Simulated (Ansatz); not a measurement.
CH7AlBFSi at its PBE0-D4/def2-TZVP geometry, where that method's forces vanish. Total charge 0; spin multiplicity 1. The bonds changed during the relaxation, so this is another structure than the one it started from.

```csv
atom,x (Å),y (Å),z (Å)
B1,0.917,-0.639,-0.963
Si2,0.108,0.852,-0.209
C3,0.440,1.513,1.500
Al4,-1.007,-1.593,-0.809
F5,-0.999,-3.028,0.011
H6,1.704,-1.312,-0.368
H7,0.526,-1.037,-2.061
H8,-0.992,1.600,-0.879
H9,0.870,2.516,1.432
H10,-0.479,1.589,2.085
H11,1.147,0.871,2.028
H12,-2.235,-1.333,-1.768
```

(1) For each bond, give half the difference of the two atoms' forces along it (eV/Å; positive pushes the atoms apart) under PBE-D4, r2SCAN-D4, B3LYP-D4, ωB97M-V in def2-TZVPP. (Estimate.)

Results:

(1) Ansatz gave: 
```tsv
bond	length (Å)	PBE-D4	r2SCAN-D4	B3LYP-D4	ωB97M-V
B1–Si2	1.856	0.07	0.04	0.07	-0.10
B1–Al4	2.153	-0.08	-0.01	0.08	0.02
B1–H6	1.194	0.04	-0.04	-0.10	-0.05
B1–H7	1.231	0.01	-0.03	-0.10	-0.05
Si2–C3	1.863	-0.01	0.01	0.10	0.11
Si2–Al4	2.754	-0.10	-0.01	0.07	-0.05
Si2–H8	1.490	0.07	-0.03	-0.11	-0.10
C3–H9	1.094	0.11	-0.01	-0.04	-0.06
C3–H10	1.092	0.11	-0.01	-0.05	-0.06
C3–H11	1.091	0.11	-0.02	-0.05	-0.04
Al4–F5	1.653	0.45	0.06	0.12	0.13
Al4–H12	1.579	-0.03	-0.05	-0.18	-0.20
```

B3LYP here is the variant with VWN-RPA as its local correlation; programs differ in this.
